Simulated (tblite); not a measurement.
Compound: C3H6NSSi (doublet state).
Atom-mapped SMILES: `[H]/[N:1]=[CH:2]\[CH:3]=[CH:4]/[S:5][SiH2:6]` (hydrogens: H7 on N1; H8 on C2; H9 on C3; H10 on C4; H11, H12 on Si6)

Cartesian coordinates in Å at the GFN2-xTB level; atoms count from 1:
```
atom  x, y, z in Å
N1     3.222    0.520    0.479
C2     1.959    0.542    0.419
C3     1.071   -0.571    0.166
C4    -0.265   -0.485    0.114
S5    -1.167    0.985    0.362
Si6   -3.185    0.301    0.001
H7     3.631   -0.403    0.327
H8     1.484    1.507    0.577
H9     1.531   -1.540    0.008
H10   -0.870   -1.362   -0.068
H11   -3.393   -0.926    0.757
H12   -4.016    1.431    0.361
```

Structure optimised with GFN2-xTB, isolated species. This method treats the open shell by occupation alone, without spin polarisation.

Take the most abundant isotopes and a rigid rotor. The values belong to one conformer with, in the numbering `[H]/[N:1]=[CH:2]\[CH:3]=[CH:4]/[S:5][SiH2:6]`, N1–C2–C3–C4 180°, C3–C4–S5–Si6 177°, C4–S5–Si6–H 48° and 173°.

What are A, B and C (MHz)?

Ia = 45.40, Ib = 561.88, Ic = 605.19 u·Å²; 505379 MHz·u·Å²/I gives A = 11131, B = 899.4, C = 835.1 MHz.

Classify the top.

A near-prolate asymmetric top; Ray's κ = -0.987.

Is it planar, by Δ = Ic − Ia − Ib?

Not planar: Δ = Ic − Ia − Ib = -2.09 u·Å². For a rigid frame Δ = −2 Σ m c², so Σ m c² = 1.05 u·Å² lies off the ab plane: 0.84 from hydrogen and 0.21 from heavier atoms. The atom farthest from that plane is 0.90 Å away.

Give the other two planar moments, Paa and Pbb, and the rms extents of the mass along the axes.

Paa = Σ m a² = (Ib + Ic − Ia)/2 = 560.83 and Pbb = Σ m b² = (Ia + Ic − Ib)/2 = 44.35 u·Å². With the mass M = 116.00 u, the rms extents √(P/M) along a, b and c are 2.20, 0.62, 0.10 Å.

List the rotational levels J(Ka,Kc) to J = 4 (K).

Above 0(0,0), as E/k:
J = 1: 1(0,1) 0.083, 1(1,1) 0.574, 1(1,0) 0.577
J = 2: 2(0,2) 0.250, 2(1,2) 0.738, 2(1,1) 0.747, 2(2,1) 2.220, 2(2,0) 2.220
J = 3: 3(0,3) 0.499, 3(1,3) 0.983, 3(1,2) 1.001, 3(2,2) 2.470, 3(2,1) 2.470, 3(3,1) 4.933, 3(3,0) 4.933
J = 4: 4(0,4) 0.832, 4(1,4) 1.310, 4(1,3) 1.340, 4(2,3) 2.803, 4(2,2) 2.803, 4(3,2) 5.266, 4(3,1) 5.266, 4(4,1) 8.714, 4(4,0) 8.714
Those of J = 1 are B + C, A + C and A + B.

For this open shell read J as N, the rotation without spin; fine and hyperfine splittings come on top. Its GFN2-xTB frequencies are all real (lowest 33 cm⁻¹). These are rigid-rotor constants of the computed structure; measured ground-state constants (B0) also hold zero-point vibration.
